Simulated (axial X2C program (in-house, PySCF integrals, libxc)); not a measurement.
# Spin–orbit effects down a group: molecules with Ge, HF

Computed with an axial X2C code built on PySCF integrals, spin-free (one-electron X2C) or two-component (2c: spin–orbit coupling with atomic mean-field Coulomb and Gaunt terms, which also bring small scalar terms), in Dyall basis sets with cores contracted in-house; open shells are unrestricted.

Basis sets: Ca dyall-cv3z, Ge dyall-cv3z, Mg dyall-cv3z, Sr dyall-cv3z.

```tsv
molecule	spin-free state	Re (Å)	ωe (cm⁻¹)	De (eV)	2c state	Re 2c (Å)	ωe 2c (cm⁻¹)	De 2c (eV)
MgGe	M_S = 1, Λ = 0	2.640	241.6	0.66	Ω = 1	2.642	240.7	n/a
CaGe	M_S = 1, Λ = 0	2.929	199.5	1.24	Ω = 1	2.930	199.2	n/a
SrGe	M_S = 1, Λ = 0	3.080	153.4	1.31	Ω = 1	3.081	153.2	n/a
```

(1) Work out the shifts from the spin-free to the two-component result.

Each entry is the lowest single determinant of a limited PBE0 search at one distance. De goes to single-determinant-based atoms at the same level (for ions the charge split of lowest energy) and is withheld (n/a) where an atom does not fit its ground term or J level. Main or longest-lived isotopes. One determinant is a doubtful description, or other states lie close, for MgGe, CaGe, SrGe; these need not be ground states, and all values refer to the states named. Some open-shell Ω = 0 determinants are out of reach, so the Ω given for MgGe, CaGe, SrGe need not be the lowest component. With several unpaired electrons the Ω given is that of one determinant, not necessarily of the lowest component.

Answers

(1) 

```tsv
molecule	2c state	ΔRe (Å)	Δωe (cm⁻¹)	ΔDe (eV)
MgGe	Ω = 1	0.002	-0.9	n/a
CaGe	Ω = 1	0.001	-0.3	n/a
SrGe	Ω = 1	0.001	-0.2	n/a
```

Shifts of one unit in the last digit are rounding.
